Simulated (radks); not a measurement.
Values are calculated unless marked as measured or tabulated.
Trend from Be2+ to Ne2+: ionisation energy by Delta-SCF between NIST ground configurations, and size. Code: a radial shooting solver on a logarithmic mesh with Libxc functionals. Model: Dirac Kohn-Sham, PBE, spin-unpolarised, spherical densities, finite nucleus; open shells fill j = l - 1/2 first; Fermi nuclear charge, rms radius of each element as measured or else 0.836 A^(1/3) + 0.57 fm.

| species | configuration | configuration of the ion | IE (eV) | NIST (eV) | kind |
|---|---|---|---|---|---|
| Be2+ | [He] | 1s1 | 158.78 | 153.90 | theory |
| B2+ | [He] 2s1 | [He] | 37.495 | 37.931 | exp. |
| C2+ | [He] 2s2 | [He] 2s1 | 48.194 | 47.888 | exp. |
| N2+ | [He] 2s2 2p1 | [He] 2s2 | 47.102 | 47.445 | semi-emp. |
| O2+ | [He] 2s2 2p2 | [He] 2s2 2p1 | 53.897 | 54.936 | semi-emp. |
| F2+ | [He] 2s2 2p3 | [He] 2s2 2p2 | 60.590 | 62.708 | semi-emp. |
| Ne2+ | [He] 2s2 2p4 | [He] 2s2 2p3 | 67.366 | 63.423 | exp. |

Reference values: NIST Atomic Spectra Database (exp. = measured, semi-emp. = semi-empirical, theory = theoretical value adopted there). Spin polarisation and multiplet splitting are left out, so open shells lie too high by an amount that depends on their filling.

Beside tabulated values, note that spin-unpolarised runs miss the spin-polarisation part of the exchange energy of open shells.
